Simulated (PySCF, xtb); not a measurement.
BH₅Si, SMILES B[SiH3].

GFN2-xTB (xtb 6.7.1) at its own geometry gives an orbital gap of 2.55 eV and a dipole moment of 1.21 D.

Coordinates come from a B3LYP-D3(BJ)/def2-TZVP optimisation.

Q: What does PySCF with ωB97X/def2-TZVPD give? (An estimate is asked for; the answer gives what the named calculation found.)

A: gap 10.69 eV (levels -10.86 and -0.17 eV), dipole 0.41 D.
